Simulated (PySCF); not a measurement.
# Correlation energy of O (oxygen, neutral)

[He] 2s2 2p4, high-spin 3P determinant. All numbers are calculated (PySCF 2.14, the spin-free X2C one-electron Hamiltonian (Gaussian nucleus), in x2c-TZVPall (5s3p2d1f, 31 functions)). Frozen: 1s2; 6 electrons correlated.

MP2 pair energies summed by pair of shells (mhartree):

```json
{"pair": "2p-2p", "energy": "-66.66", "share (%)": "47.0"}
{"pair": "2s-2p", "energy": "-64.89", "share (%)": "45.8"}
{"pair": "2s-2s", "energy": "-10.22", "share (%)": "7.2"}
```

Total MP2 correlation energy: -141.77 mhartree.

Same-spin part -34.92 and opposite-spin part -106.85 mhartree; SCS-MP2 scales them by 1/3 and 6/5 to -139.86 mhartree.

| level | correlation energy (mhartree) |
| --- | --- |
| CCSD | -158.37 |
| (T) | -2.85 |
| CCSD(T) | -161.22 |

Diagnostics: T1 = 0.0064, D1 = 0.0103, largest double amplitude 0.043.

Cost of the coupled-cluster step: 0.43 s of wall time on 1 thread of AMD EPYC 7R43 64-Core Processor (shared host), for 6 correlated electrons.
